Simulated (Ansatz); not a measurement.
`O[SiH]1C=C1` + CH₄ → `C[SiH]1C=C1` + H₂O at 700 K and 1 bar (formal exchange of groups at the Si–O bond).

Program: Ansatz. Geometries: PBE0-D4/def2-TZVP. ΔE: electronic, gas phase. CBS: MP2 limit from def2 TZ/QZ plus the TZ coupled-cluster correction, frozen cores. This one scheme is used for every species. Each species was taken in one conformer, which may not be the lowest.

| species | CCSD(T)/CBS energy (Eh) | H − E (kJ/mol) | S (J/(mol·K)) |
| --- | --- | --- | --- |
| `O[SiH]1C=C1` | -442.74227 | 199.8 | 380.2 |
| CH₄ | -40.46206 | 145.9 | 224.0 |
| `C[SiH]1C=C1` | -406.78530 | 265.7 | 405.8 |
| H₂O | -76.37941 | 80.5 | 218.4 |

H − E and S are ideal-gas, rigid-rotor, harmonic terms from PBE0-D4/def2-TZVP, for one conformer and one mirror image of each species. 1 Eh = 2625.50 kJ/mol, R = 8.31446 J/(mol·K).

Q: By hand: ΔE, ΔH, ΔS and ΔG.

A: ΔE = (-406.78530) + (-76.37941) − (-442.74227) − (-40.46206) = 0.03962 Eh = 104.0 kJ/mol. Δ(H − E) = 265.7 + 80.5 − 199.8 − 145.9 = 0.5, so ΔH = 104.5 kJ/mol. ΔS = 405.8 + 218.4 − 380.2 − 224.0 = 20.0 J/(mol·K). ΔG = 104.5 − 700 × (20.0)/1000 = 90.5 kJ/mol.

Q: By hand: the equilibrium constant, and the temperature at which ΔG would vanish if ΔH and ΔS stayed fixed.

A: log₁₀ K = −ΔG/(RT ln 10) = -6.8. ΔG = 0 at ΔH/ΔS = 5225 K, far beyond where these terms or the molecules hold.

ΔH outweighs TΔS. A doubt of 5 kJ/mol in ΔE shifts log₁₀ K by 0.4 here. Other conformers and mirror images would add mixing entropy, several J/(mol·K) or more a flexible species. These are equilibria of isolated gas molecules and say nothing of rates. Largest T1 diagnostic: 0.012 (customary marks: 0.02 for closed shells, 0.045 for open ones).
